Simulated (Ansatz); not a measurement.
Species: propane-1,1-diselenol, C3H8Se2, charge 0, multiplicity 1. SMILES: CCC([SeH])[SeH]
Coordinates optimised at B3LYP-D3(BJ)/def2-TZVP (Ansatz, a first-principles code):
```xyz
13

C     -2.6245    -0.1696     1.1737
C     -1.4829     0.7425     0.7265
C     -0.1473     0.0252     0.5720
Se    -0.3120    -1.4053    -0.8003
Se     1.3487     1.2652     0.2281
H     -3.5301     0.4143     1.3448
H     -2.3749    -0.6842     2.1040
H     -2.8570    -0.9296     0.4263
H     -1.7381     1.2295    -0.2181
H     -1.3421     1.5403     1.4592
H      0.1367    -0.4569     1.5061
H      1.1364    -1.6258    -0.9116
H      0.8501     1.6878    -1.0907
```
Charge 0, spin multiplicity 1.

Wanted: atomisation energy (electronic, to ground-state atoms), in eV. Cores are frozen in the correlated levels unless marked. UHF or UKS for open shells. Spin-orbit coupling is left out. The frozen core is the preceding noble-gas configuration, with the filled d and f shells of earlier blocks. No relativistic terms. The coupled-cluster limit lacks core correlation, which all-electron functionals hold. Basis-set limits of correlation are two-point, X^-3; Hartree-Fock from the larger set.

```csv
level,program,atomisation energy (eV)
PBE-D4/def2-TZVPD,Ansatz + dftd4,[?]
B2GP-PLYP-D3(BJ)/def2-TZVPD,Ansatz + dftd3,[?]
SCS-MP2/6-31G,Ansatz,39.66
CCSD/6-31G,Ansatz,39.75
CCSD/6-31G*,Ansatz,41.89
CCSD/aug-cc-pVDZ,Ansatz,43.55
"CCSD(T)/CBS(cc-pVTZ,cc-pVQZ)",Ansatz,46.97
```

**Question.** Some entries are withheld; supply them.

**Answer.** 
- PBE-D4/def2-TZVPD, atomisation energy (eV): 47.97
- B2GP-PLYP-D3(BJ)/def2-TZVPD, atomisation energy (eV): 46.37
